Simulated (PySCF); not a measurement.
## Curvature of the energy in the electron number along the 4p block, charge +2

Calculated with PySCF 2.14, in def2-SVP, non-relativistic: one orbital is emptied in steps, and each cell gives the departure of E from the straight line at half an electron, in eV (from a cubic fit). The exact functional gives zero.

```json
{"species": "Ge²⁺", "orbital": "4s beta", "LDA": "-1.26", "PBE": "-1.27", "r2SCAN": "-1.07", "PBE0": "-0.93", "BHandHLYP": "-0.66", "LC-wPBE": "-0.19", "wB97X": "-0.28", "UHF": "0.05"}
{"species": "As²⁺", "orbital": "4p alpha", "LDA": "-1.27", "PBE": "-1.22", "r2SCAN": "-1.15", "PBE0": "-0.90", "BHandHLYP": "-0.61", "LC-wPBE": "-0.20", "wB97X": "-0.31", "UHF": "0.07"}
{"species": "Se²⁺", "orbital": "4p alpha", "LDA": "-1.36", "PBE": "-1.32", "r2SCAN": "-1.23", "PBE0": "-0.96", "BHandHLYP": "-0.63", "LC-wPBE": "-0.25", "wB97X": "-0.34", "UHF": "0.11"}
{"species": "Br²⁺", "orbital": "4p alpha", "LDA": "-1.45", "PBE": "-1.41", "r2SCAN": "-1.32", "PBE0": "-1.02", "BHandHLYP": "-0.66", "LC-wPBE": "-0.30", "wB97X": "-0.37", "UHF": "0.14"}
{"species": "Kr²⁺", "orbital": "4p beta", "LDA": "-1.45", "PBE": "-1.40", "r2SCAN": "-1.28", "PBE0": "-1.00", "BHandHLYP": "-0.66", "LC-wPBE": "-0.28", "wB97X": "-0.41", "UHF": "0.18"}
```

Task: How does the mean departure depend on the functional?

Result: LDA -1.36 eV; PBE -1.32 eV; r2SCAN -1.21 eV; PBE0 -0.96 eV; BHandHLYP -0.65 eV; LC-wPBE -0.24 eV; wB97X -0.34 eV; UHF 0.11 eV. Semilocal functionals are convex (delocalisation error), Hartree-Fock is concave or straight, and exact exchange removes curvature roughly in proportion to its share, so among the functionals the range-separated hybrids usually come closest to zero.

No spin-orbit coupling is included.
